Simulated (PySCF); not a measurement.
## A search over the determinants of GaC

Unrestricted PBE0; basis Ga def2-SVPD, C def2-SVPD; no relativity; PySCF 2.14. Outer shells of the fragments: Ga 3d10 4s2 4p1; C 2s2 2p2.

Followed along the bond (rough minima from three points):

```
2Ms+1   unpaired  ⟨S²⟩ at the start  R at minimum (Å)  Te (eV)
    4  σ ↑, π ↑↑               3.76              2.01     0.00
    2  σ ↓, π ↑↑               1.77              1.99     0.53
    2  σ ↑, π ↑↓               1.76              2.00     0.62
    2        π ↑               0.92              1.85     1.53
```

Solutions found at the starting distance of 1.915 Å, counted from the lowest of them; the search is not exhaustive and high or unbound solutions are not listed, so other states can lie among these:

```json
{"2Ms+1": "4", "unpaired": "σ ↑, π ↑↑", "term": "⁴Σ⁻", "E (eV)": "0.00", "⟨S²⟩": "3.76", "⟨Lz²⟩": "0.00", "μ (D)": "-1.75"}
{"2Ms+1": "2", "unpaired": "σ ↓, π ↑↑", "term": "mixed", "E (eV)": "0.52", "⟨S²⟩": "1.77", "⟨Lz²⟩": "0.00", "μ (D)": "-2.24"}
{"2Ms+1": "2", "unpaired": "σ ↑, π ↑↓", "term": "mixed", "E (eV)": "0.62", "⟨S²⟩": "1.76", "⟨Lz²⟩": "2.01", "μ (D)": "-1.98"}
{"2Ms+1": "2", "unpaired": "π ↑", "term": "²Π", "E (eV)": "1.51", "⟨S²⟩": "0.92", "⟨Lz²⟩": "1.01", "μ (D)": "-3.14"}
{"2Ms+1": "2", "unpaired": "σ ↑", "term": "mixed", "E (eV)": "1.70", "⟨S²⟩": "0.76", "⟨Lz²⟩": "2.00", "μ (D)": "-1.82"}
{"2Ms+1": "2", "unpaired": "π ↑", "term": "²Π", "E (eV)": "1.91", "⟨S²⟩": "0.75", "⟨Lz²⟩": "1.00", "μ (D)": "-0.64"}
{"2Ms+1": "4", "unpaired": "σ ↑↑, π ↑", "term": "⁴Π", "E (eV)": "3.25", "⟨S²⟩": "3.83", "⟨Lz²⟩": "1.01", "μ (D)": "-3.24"}
{"2Ms+1": "4", "unpaired": "π ↑↑↑", "term": "⁴Π", "E (eV)": "3.46", "⟨S²⟩": "3.77", "⟨Lz²⟩": "1.00", "μ (D)": "-0.85"}
{"2Ms+1": "4", "unpaired": "π ↑↑, δ ↑", "term": "⁴Δ", "E (eV)": "7.51", "⟨S²⟩": "3.99", "⟨Lz²⟩": "4.00", "μ (D)": "-0.36"}
```

A term symbol is given only where ⟨S²⟩ and ⟨Lz²⟩ are close to those of a pure state; real π, δ and φ orbitals otherwise mix terms. A positive dipole means Ga(−)C(+).

Spin–orbit coupling is left out.
